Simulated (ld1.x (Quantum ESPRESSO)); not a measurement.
## Which change was made? (Te, TM)

| Item | Value |
| --- | --- |
| Element | Te |
| Generator | ld1.x (Quantum ESPRESSO) 7.5 |
| Type | norm-conserving Troullier–Martins (Kleinman–Bylander form) |
| Functional | PBE |
| Relativity | scalar-relativistic |
| Frozen core | [Kr] |
| Valence charge | 16 |
| Reference configuration | 4d10 5s2 5p2 (charge +2) |
| Partial waves | 5s (bound): rc 1.40 bohr; 5p (bound): rc 1.75 bohr; 4d (bound): rc 1.00 bohr |
| Local potential | all-electron potential smoothed inside 1.10 bohr (lloc = -1) |
| Core correction | none |

Cutoffs, loose and tight: the cutoffs (Ry, on a coarse ladder) from which the occupation-weighted sum of valence levels, in a spherical-Bessel basis at the reference potential, stays within 10 and 1 mRy of its value at 400 Ry. They do not see the model core or the augmentation charge, which bear on the density cutoff. Test errors are all-electron minus pseudo excitation energies from the reference, over the configurations 4d10 5s2 5p4; 4d10 5s2 5p3; 4d10 5s2 5p1; 4d10 5s2 5p0; 4d9 5s2 5p5; 4d10 5s1 5p5; 4d9 5s2 5p4; variants that change the core or the reference have their own tests.

The base gives: outcome: generated; cutoff, loose: 120 Ry; cutoff, tight: 200 Ry; bound ghosts: s, p; largest test error (meV): -370.

After one change the result is: outcome: generated; cutoff, loose: 300 Ry; cutoff, tight: over 300 Ry; bound ghosts: s, p; largest test error (meV): -366. Which change was it?
A. wave 4d (bound): rc 1.00 bohr becomes 4d (bound): rc 0.92 bohr
B. wave 4d (bound): rc 1.00 bohr becomes 4d (bound): rc 1.50 bohr
C. wave 4d (bound): rc 1.00 bohr becomes 4d (bound): rc 0.74 bohr
D. wave 4d (bound): rc 1.00 bohr becomes 4d (bound): rc 0.84 bohr

C. The others give: wave 4d (bound): rc 1.00 bohr becomes 4d (bound): rc 0.84 bohr → outcome: generated; cutoff, loose: 180 Ry; cutoff, tight: over 300 Ry; bound ghosts: s, p; largest test error (meV): -369 | wave 4d (bound): rc 1.00 bohr becomes 4d (bound): rc 0.92 bohr → outcome: generated; cutoff, loose: 140 Ry; cutoff, tight: 180 Ry; bound ghosts: s, p; largest test error (meV): -370 | wave 4d (bound): rc 1.00 bohr becomes 4d (bound): rc 1.50 bohr → outcome: generated; cutoff, loose: 100 Ry; cutoff, tight: 180 Ry; bound ghosts: s, p; largest test error (meV): -346.
